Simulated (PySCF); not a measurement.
Vertical excitations of a molecule CH5BFNO from TDDFT-PBE/def2-SVPD in PySCF, as energy in eV (oscillator strength): 5.99 (0.007), 6.45 (0.026), 6.95 (0.009), 7.01 (0.002), 7.47 (0.007), 7.52 (0.005), 7.89 (0.006), 7.94 (0.129), 8.02 (0.001), 8.02 (0.000). Lowest triplet (TDA): 5.84 eV. Coordinates come from a PBE0-D3(BJ)/def2-SVP optimisation. The values are those of a single conformer.

Problem. Which structure fits?
A) NB(O)CF
B) CNB(O)F
C) COB(N)F

Solution. A, NB(O)CF
